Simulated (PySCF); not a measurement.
Protons, H atoms and electrons added to or taken from C[SiH3]. Gas-phase values, no solvent. Strings in code marks are SMILES.

Quantity: electronic energy of isomers of CH5Si (charge -1) relative to `C[SiH2-]`, in eV. Levels without diffuse functions put anions too high.

Case: `[CH2-][SiH3]` (not the most acidic site). Geometry of `[CH2-][SiH3]` (charge -1, multiplicity 1, Å):

```xyz
7

C      1.1407     0.1243    -0.2105
Si    -0.6146    -0.0681     0.0061
H      1.5892     1.0891     0.0337
H      1.7892    -0.7132     0.0532
H     -1.3499    -0.1351     1.3633
H     -1.4098     1.0458    -0.6358
H     -1.1448    -1.3427    -0.6100
```

Question: What electronic energy of isomers of CH5Si (charge -1) relative to `C[SiH2-]` does B3LYP/3-21G // B3LYP-D3(BJ)/def2-TZVPD (PySCF) give?

Answer: 1.51 eV.
